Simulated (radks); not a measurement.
Polarisability of neutral zinc, [Ar] 3d10 4s2, at imaginary frequency. Method: non-relativistic Kohn-Sham, PBE, spin-polarised, spherical densities, point nucleus; computed with a radial shooting solver on a logarithmic mesh with Libxc functionals. Response by self-consistent Sternheimer equations with the Hartree and adiabatic LDA kernel.

w (hartree),alpha1(iw) (bohr^3),alpha2(iw) (bohr^5)
0.00266,40.44,357.9
0.0143,40.27,357.1
0.0360,39.37,352.5
0.0697,36.74,338.5
0.118,31.53,307.7
0.186,24.25,256.6
0.280,16.81,191.7
0.413,10.84,127.8
0.605,6.707,76.80
0.892,4.058,42.16
1.35,2.394,21.20
2.12,1.340,9.637
3.59,0.6677,3.788
6.94,0.2599,1.154
17.5,0.05815,0.2036

Static values: alpha1 = 40.44 bohr^3 (5.993 angstrom^3; uncoupled 71.19), alpha2 = 357.9 bohr^5, alpha3 = 5856 bohr^7. C6 = 297.2, C8 = 14680, triple-dipole C9 = 8560 atomic units. One-pole (London) frequency 4 C6 / (3 alpha1^2) = 0.242 hartree, against 0.214 for minus the highest occupied eigenvalue. Recommended static value: 38.67 bohr^3 (Schwerdtfeger and Nagle, 2023 table).
